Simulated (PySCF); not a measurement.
Positional isomers: butadiene methyl+boryl. Gas-phase values, no solvent. One relaxed conformer stands for each flexible species; it need not be the lowest. Strings in code marks are SMILES.

These are CAM-B3LYP-D3(BJ)/def2-TZVP run with PySCF 2.14.0 values and carry that method's errors. All candidates: neutral, multiplicity 1. Delta-SCF ions had no search for a lower state. Excitations are Tamm–Dancoff values on a coarser integration grid. The basis has no diffuse functions, so Rydberg states are missing or too high.

```json
{
 "S1 excitation (TDA)": "5.00 eV",
 "vertical ionisation energy (Delta-SCF)": "8.93 eV",
 "HOMO–LUMO gap": "7.06 eV"
}
```

Task: Say which member has these values.
A) `B/C=C/C(=C)C`
B) `B/C(C)=C/C=C`
C) `BC(=C)/C=C\C`
D) `BC(=C)C(=C)C`

Result: B, `B/C(C)=C/C=C`. The others give `BC(=C)/C=C\C`: 4.74 eV, 8.78 eV, 7.37 eV; `B/C=C/C(=C)C`: 5.19 eV, 9.12 eV, 7.28 eV; `BC(=C)C(=C)C`: 4.80 eV, 8.91 eV, 7.35 eV
